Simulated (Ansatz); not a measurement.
Zr2S5⁻, 7 atoms. Hardware: 4 threads of Arm Neoverse N1 on a shared host.

In the def2 sets Zr takes a core potential; there is no spin–orbit coupling. Correlated methods freeze 25 core orbitals; core or outer-core shells of Zr are correlated, in sets that lack core-valence functions.

**Question.** How many basis functions does each of these Ansatz runs have, and roughly what does it cost? PBE0-D4/def2-TZVPD, charge -1 doublet, energy, from earlier orbitals; PBE-D4/def2-SVPD, charge -1 doublet, relaxation, 14 steps; HF/def2-TZVPD, charge -1 doublet, energy, from earlier orbitals; B2PLYP/def2-TZVPD, charge -1 doublet, energy, from earlier orbitals; HF/STO-3G, charge -1 doublet, energy; RPA@PBE/def2-TZVPD, charge -1 doublet, energy, from earlier orbitals; r2SCAN-D4/def2-TZVPD, charge -1 doublet, energy, from earlier orbitals; MP2/def2-TZVPD, charge -1 doublet, energy, from earlier orbitals; revPBE-D4/def2-TZVPD, charge -1 doublet, energy, from earlier orbitals; PBE-D4/def2-TZVPD, charge -1 doublet, energy and forces, from earlier orbitals; PBE-D4/def2-SVP, charge -1 doublet, energy with a search over starts.

**Answer.** Other jobs shared the machine, so times can vary by a factor of up to 3. A dash marks memory too small to be measured apart from the calling script's.

```
                                                                           run  functions  fitting or Cholesky vectors  wall time  peak host memory (GiB)
                                          HF/STO-3G, charge -1 doublet, energy         99                         1155        8 s                    0.58
        revPBE-D4/def2-TZVPD, charge -1 doublet, energy, from earlier orbitals        310                         2107       25 s                    0.86
PBE-D4/def2-TZVPD, charge -1 doublet, energy and forces, from earlier orbitals        310                         2107       28 s                    0.87
          PBE-D4/def2-SVP, charge -1 doublet, energy with a search over starts        152                         1581       31 s                       –
               HF/def2-TZVPD, charge -1 doublet, energy, from earlier orbitals        310                         2112       39 s                     1.5
          PBE0-D4/def2-TZVPD, charge -1 doublet, energy, from earlier orbitals        310                         2112       48 s                     1.7
              MP2/def2-TZVPD, charge -1 doublet, energy, from earlier orbitals        310                         2112       50 s                     1.5
          RPA@PBE/def2-TZVPD, charge -1 doublet, energy, from earlier orbitals        310                         2112       51 s                     1.3
        r2SCAN-D4/def2-TZVPD, charge -1 doublet, energy, from earlier orbitals        310                         2107       66 s                       1
           B2PLYP/def2-TZVPD, charge -1 doublet, energy, from earlier orbitals        310                         2112       67 s                     1.6
                     PBE-D4/def2-SVPD, charge -1 doublet, relaxation, 14 steps        203                         1906    2.5 min                       –
```
